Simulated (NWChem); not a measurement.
# SiH$_{4}$S$_{2}$O$_{2}$; SMILES O[Si](O)(S)S

```xyz
9

O     -1.2511    -0.2038     1.4067
Si    -0.3541     0.0150     0.0402
O     -1.4468     0.1538    -1.1937
S      0.8435     1.7838    -0.0256
S      0.9797    -1.6418    -0.0552
H     -2.0608     0.3165     1.4553
H     -1.1001     0.2560    -2.0852
H      1.7355     1.3334     0.8836
H      0.0798    -2.4946     0.4851
```
Atoms are numbered in this order, from 1.

Program: NWChem. All runs use the structure optimised with PBE0/def2-SVP. Level: PBE0/def2-SVP with SMD (1 M gas to 1 M solution), gas-phase geometry. Reactions with the solvent are ignored.

### Question
Order these by “cavity-dispersion-structure term (kcal/mol)”, lowest first: n-hexane; water; ethanol.

### Answer
n-hexane (-3.1), ethanol (-1.1), water (1.9)
